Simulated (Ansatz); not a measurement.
Total energies of CH6ClNOSi, SMILES `NCO[SiH2]Cl`.

Cartesian coordinates in Å:
```
N 1.188 -1.108 -1.394
C 0.354 -0.094 -0.871
O -0.022 -0.338 0.494
Si -0.821 0.710 1.447
Cl -2.706 1.093 0.713
H 0.725 -2.006 -1.397
H 2.050 -1.190 -0.873
H 0.878 0.866 -0.924
H -0.558 -0.031 -1.471
H -0.956 0.076 2.772
H -0.133 2.022 1.505
```

Charge 0, multiplicity 1. All single points use the PBE0-D4/def2-TZVP geometry. It is one conformer, not always the lowest. Basis def2-TZVPP, Ansatz 0.2.0.

RPA on PBE orbitals: Hartree–Fock energy of these orbitals -919.23568 Eh, correlation -1.52550 Eh (frozen core).

| functional | energy without D4 (Eh) | D4 term (kJ/mol) |
| --- | --- | --- |
| LDA (SPW92) | -917.54864 | – |
| PBE | -921.02574 | -22.3 |
| revPBE | -921.36385 | -69.1 |
| BLYP | -921.50658 | -48.9 |
| PBE0 | -921.10297 | -18.9 |
| B3LYP | -921.61067 | -35.8 |
| r2SCANh | -921.40970 | -6.0 |
| r2SCAN0 | -921.39326 | -6.6 |
| HSE06 (plane-wave form) | -921.08002 | -17.6 |
| LC-ωPBE | -921.25490 | – |
| ωB97X-V | -921.40349 | – |
| ωB97M-V | -921.46017 | – |
| B2PLYP | -921.19167 | – |
| PBE-QIDH | -920.91536 | – |

(1) Give the same for r2SCAN, B97M-V, BHLYP, CAM-B3LYP. (An estimate is asked.)

B3LYP takes the VWN-RPA correlation (the form of Gaussian; ORCA's B3LYP/G). HSE06 is the plane-wave form, built on full-range PBE exchange. The double hybrids freeze the cores in their second-order part.

Answers

(1) The calculation gave: 
```json
{"functional": "r2SCAN", "energy without D4 (Eh)": "-921.42146", "D4 term (kJ/mol)": "-5.7"}
{"functional": "B97M-V", "energy without D4 (Eh)": "-921.34409", "D4 term (kJ/mol)": "–"}
{"functional": "BHLYP", "energy without D4 (Eh)": "-921.47828", "D4 term (kJ/mol)": "-27.0"}
{"functional": "CAM-B3LYP", "energy without D4 (Eh)": "-921.52295", "D4 term (kJ/mol)": "-19.2"}
```

LC-ωPBE has ω = 0.4 bohr⁻¹.
